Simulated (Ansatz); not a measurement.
Start from `[F][Al]([Cl])[Br]` and change one atom or group to get `[F][Al]([SH])[Br]`.

Ansatz, PBE0-D4/def2-TZVP geometries, multiplicity 1. Each molecule was computed in one conformer, which needn't be the lowest.

Scalar relativity is left out up to krypton.

| property | `[F][Al]([Cl])[Br]` |
| --- | --- |
| HOMO–LUMO gap (PBE0/def2-TZVPP) / eV | 7.71 |
| HOMO–LUMO gap (B3LYP/def2-TZVPP) / eV | 7.12 |
| HOMO energy (PBE/def2-TZVPP) / eV | -7.77 |
| size of the dipole moment (B3LYP/def2-TZVPP) / D | 0.58 |
| size of the dipole moment (PBE/def2-TZVPP) / D | 0.57 |
| LUMO energy (PBE0/def2-TZVPP) / eV | -1.40 |

Q: What does the change do to each property? (An estimate is asked.)

A: Ansatz gave: 
```csv
property,`[F][Al]([SH])[Br]`,shift
HOMO–LUMO gap (PBE0/def2-TZVPP) / eV,7.14,-0.57
HOMO–LUMO gap (B3LYP/def2-TZVPP) / eV,6.60,-0.52
HOMO energy (PBE/def2-TZVPP) / eV,-7.05,0.72
size of the dipole moment (B3LYP/def2-TZVPP) / D,1.41,0.83
size of the dipole moment (PBE/def2-TZVPP) / D,1.40,0.83
LUMO energy (PBE0/def2-TZVPP) / eV,-1.14,0.26
```

With PBE0 the HOMO rises by 0.82 eV and the LUMO rises by 0.26 eV, so the gap narrows by about 0.56 eV. PBE moves the HOMO by 0.72 eV and ωB97M-V by 0.86 eV. Dipoles are sizes alone; their direction can turn.

B3LYP here is the variant with VWN-RPA as its local correlation; programs differ in this.

Spin–orbit coupling is left out; it splits and shifts lone-pair levels of the heavy atoms by tenths of an eV.
